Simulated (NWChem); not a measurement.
# pentafluorosilicate (SiF5 anion); SMILES F[Si-](F)(F)(F)F

Results from NWChem. Sets without diffuse functions describe the anion's extra electron poorly. Coordinates come from a B3LYP/def2-SVPD optimisation. Not confirmed as a minimum by frequencies. Level SCAN/def2-SVP: energy and gradient on several grids; changes count from the extra-fine grid, which is no exact limit either.

```
grid     size of the energy change (μHa)  largest change of a gradient component (μHa/bohr)
-------  -------------------------------  -------------------------------------------------
xcoarse                             2000                                               2000
coarse                             10000                                               2000
medium                             10000                                                300
fine                                1000                                                300
xfine                               < 10                                               < 30
```
